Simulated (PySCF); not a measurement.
## Basis-set dependence of population analyses: `CNB(C)N`

Compound: C2H9BN2.
Cartesian coordinates in Å at the PBE0-D3(BJ)/def2-SVP level; atoms count from 1:
```xyz
14
C2H9BN2 angstrom
C      1.853    0.420    0.426
N      0.816   -0.570    0.361
B     -0.526   -0.395   -0.073
C     -1.054    1.030   -0.534
N     -1.409   -1.507   -0.096
H      2.278    0.525    1.441
H      1.451    1.403    0.144
H      2.695    0.208   -0.260
H      1.118   -1.496    0.640
H     -0.496    1.400   -1.411
H     -0.930    1.786    0.259
H     -2.120    1.015   -0.809
H     -1.153   -2.446    0.176
H     -2.370   -1.421   -0.388
```

PBE0 throughout (PySCF), one geometry, spherical d and f functions. Isolated species at its PBE0-D3(BJ)/def2-SVP geometry (one conformer only). Atoms taken as equivalent share a column and are averaged. The first 7 of 9 kinds of atom are listed.

Mulliken charges (e):

| basis | functions | C1 | N2 | B3 | C4 | N5 | H6/H7/H8 | H9 |
| --- | --- | --- | --- | --- | --- | --- | --- | --- |
| STO-3G | 34 | -0.146 | -0.394 | +0.367 | -0.333 | -0.483 | +0.081 | +0.183 |
| 6-31G | 63 | -0.315 | -0.735 | +0.780 | -0.722 | -0.889 | +0.163 | +0.301 |
| pcSseg-0 | 63 | -0.413 | -0.873 | +1.005 | -1.050 | -0.884 | +0.219 | +0.305 |
| 6-31G* | 88 | -0.372 | -0.599 | +0.541 | -0.718 | -0.832 | +0.169 | +0.315 |
| cc-pVDZ | 115 | +0.001 | -0.121 | -0.098 | -0.164 | -0.078 | +0.038 | +0.072 |
| def2-SVP | 115 | +0.043 | -0.214 | -0.081 | -0.188 | -0.153 | +0.033 | +0.120 |
| 6-311+G(2d,p) | 189 | -0.407 | -0.454 | +0.815 | -0.765 | -0.723 | +0.140 | +0.208 |
| aug-cc-pVDZ | 196 | +0.785 | -0.191 | +0.762 | +0.628 | -0.062 | -0.209 | -0.178 |
| def2-TZVP | 209 | -0.268 | -0.337 | +0.278 | -0.521 | -0.549 | +0.122 | +0.193 |
| IGLO-III | 265 | -0.318 | -0.318 | +0.598 | -0.616 | -0.564 | +0.114 | +0.159 |
| cc-pVTZ | 276 | -0.202 | -0.145 | +0.079 | -0.385 | -0.291 | +0.087 | +0.121 |
| pcSseg-2 | 306 | +0.135 | -0.496 | +0.471 | -0.194 | -0.479 | +0.022 | +0.113 |

IAO charges (e):

```json
{"basis": "STO-3G", "functions": "34", "C1": "-0.304", "N2": "-0.344", "B3": "+0.250", "C4": "-0.520", "N5": "-0.479", "H6/H7/H8": "+0.130", "H9": "+0.203"}
{"basis": "6-31G", "functions": "63", "C1": "-0.316", "N2": "-0.416", "B3": "+0.288", "C4": "-0.581", "N5": "-0.593", "H6/H7/H8": "+0.139", "H9": "+0.247"}
{"basis": "pcSseg-0", "functions": "63", "C1": "-0.300", "N2": "-0.398", "B3": "+0.256", "C4": "-0.571", "N5": "-0.548", "H6/H7/H8": "+0.134", "H9": "+0.239"}
{"basis": "6-31G*", "functions": "88", "C1": "-0.286", "N2": "-0.423", "B3": "+0.303", "C4": "-0.565", "N5": "-0.590", "H6/H7/H8": "+0.130", "H9": "+0.242"}
{"basis": "cc-pVDZ", "functions": "115", "C1": "-0.285", "N2": "-0.417", "B3": "+0.282", "C4": "-0.565", "N5": "-0.580", "H6/H7/H8": "+0.130", "H9": "+0.244"}
{"basis": "def2-SVP", "functions": "115", "C1": "-0.276", "N2": "-0.410", "B3": "+0.276", "C4": "-0.555", "N5": "-0.569", "H6/H7/H8": "+0.127", "H9": "+0.241"}
{"basis": "6-311+G(2d,p)", "functions": "189", "C1": "-0.297", "N2": "-0.439", "B3": "+0.298", "C4": "-0.585", "N5": "-0.617", "H6/H7/H8": "+0.137", "H9": "+0.254"}
{"basis": "aug-cc-pVDZ", "functions": "196", "C1": "-0.295", "N2": "-0.436", "B3": "+0.293", "C4": "-0.582", "N5": "-0.614", "H6/H7/H8": "+0.136", "H9": "+0.254"}
{"basis": "def2-TZVP", "functions": "209", "C1": "-0.295", "N2": "-0.437", "B3": "+0.300", "C4": "-0.585", "N5": "-0.613", "H6/H7/H8": "+0.135", "H9": "+0.253"}
{"basis": "IGLO-III", "functions": "265", "C1": "-0.298", "N2": "-0.440", "B3": "+0.299", "C4": "-0.587", "N5": "-0.618", "H6/H7/H8": "+0.137", "H9": "+0.255"}
{"basis": "cc-pVTZ", "functions": "276", "C1": "-0.297", "N2": "-0.436", "B3": "+0.298", "C4": "-0.586", "N5": "-0.610", "H6/H7/H8": "+0.135", "H9": "+0.253"}
{"basis": "pcSseg-2", "functions": "306", "C1": "-0.296", "N2": "-0.439", "B3": "+0.301", "C4": "-0.586", "N5": "-0.616", "H6/H7/H8": "+0.136", "H9": "+0.254"}
```

Hirshfeld charges (e):

```csv
basis,functions,C1,N2,B3,C4,N5,H6/H7/H8,H9
STO-3G,34,+0.025,-0.194,+0.144,-0.115,-0.232,+0.015,+0.098
6-31G,63,-0.048,-0.192,+0.140,-0.176,-0.262,+0.034,+0.113
pcSseg-0,63,-0.051,-0.186,+0.142,-0.187,-0.261,+0.034,+0.112
6-31G*,88,-0.050,-0.191,+0.135,-0.176,-0.261,+0.033,+0.115
cc-pVDZ,115,-0.059,-0.186,+0.145,-0.193,-0.261,+0.035,+0.115
def2-SVP,115,-0.061,-0.189,+0.149,-0.198,-0.265,+0.036,+0.116
"6-311+G(2d,p)",189,-0.064,-0.204,+0.163,-0.195,-0.272,+0.038,+0.117
aug-cc-pVDZ,196,-0.071,-0.201,+0.167,-0.203,-0.273,+0.040,+0.116
def2-TZVP,209,-0.068,-0.201,+0.164,-0.198,-0.274,+0.039,+0.117
IGLO-III,265,-0.071,-0.203,+0.169,-0.202,-0.275,+0.040,+0.116
cc-pVTZ,276,-0.068,-0.199,+0.165,-0.200,-0.274,+0.038,+0.117
pcSseg-2,306,-0.072,-0.203,+0.170,-0.203,-0.276,+0.040,+0.117
```

Some averages cover members that differ in this geometry, most widely: H6/H7/H8, Mulliken in aug-cc-pVDZ -0.267 to -0.170 e.

Task: Which scheme is steadiest as the basis changes?

Result: Largest range over the bases for any column: Hirshfeld 0.10 e, IAO 0.14 e, Mulliken 1.68 e. Hirshfeld charges move least and Mulliken charges most, counted in e. Without the minimal STO-3G basis the ranges are Hirshfeld 0.03, IAO 0.07, Mulliken 1.68 e.

Task: How much do the charges still move between the two largest bases, cc-pVTZ and pcSseg-2?

Result: At most, over all atoms: Mulliken 0.392 e, IAO 0.006 e, Hirshfeld 0.005 e.

Task: What do the same runs give for the total energy, the frontier levels and the dipole moment?

Result: 
```tsv
basis	energy (Eh)	HOMO (eV)	LUMO (eV)	μ (D)
STO-3G	-213.1314	-3.63	6.00	1.37
6-31G	-215.7531	-5.90	2.66	1.22
pcSseg-0	-215.3288	-6.04	2.17	1.31
6-31G*	-215.7959	-5.94	2.69	1.26
cc-pVDZ	-215.8183	-6.02	1.92	1.27
def2-SVP	-215.6554	-6.09	1.82	1.27
6-311+G(2d,p)	-215.8776	-6.34	0.06	1.11
aug-cc-pVDZ	-215.8389	-6.33	-0.16	1.09
def2-TZVP	-215.8925	-6.31	0.92	1.16
IGLO-III	-215.9016	-6.34	0.52	1.10
cc-pVTZ	-215.8892	-6.26	1.16	1.17
pcSseg-2	-215.8974	-6.35	0.53	1.12
```

The dipole is fixed by the density alone, so its range of 0.28 D shows that the density itself changes with the basis, not only its division among atoms.
